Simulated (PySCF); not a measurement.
Computed shifts of a molecule C2H5FSi2, PBE/pcSseg-1 in PySCF, GIAO, gas phase, atoms alike by connectivity averaged where their shifts nearly agree, in ppm (number of nuclei): ¹³C: 108.5 (1), 87.9 (1). ²⁹Si: -6.4 (1), -109.8 (1). ¹⁹F: -243.4 (1). ¹H: 6.10 (1), 3.82 (3), 3.04 (1). References: ¹³C against TMS (σ = 182.0 ppm); ²⁹Si against TMS (σ = 335.4 ppm); ¹⁹F against CFCl3 (σ = 133.6 ppm); ¹H against TMS (σ = 31.49 ppm), references at their B3LYP-D3(BJ)/def2-TZVP geometries, non-relativistic. Geometry: B3LYP-D3(BJ)/def2-SVP. Other conformers were not sampled.

Problem. Identify the compound among the candidates.
A) F[Si@H]1C=C[SiH2]1
B) C#C[Si@@H](F)[SiH3]
C) FC1=C[SiH2][SiH2]1
D) C#C[SiH2][SiH2]F

Solution. B, C#C[Si@@H](F)[SiH3]
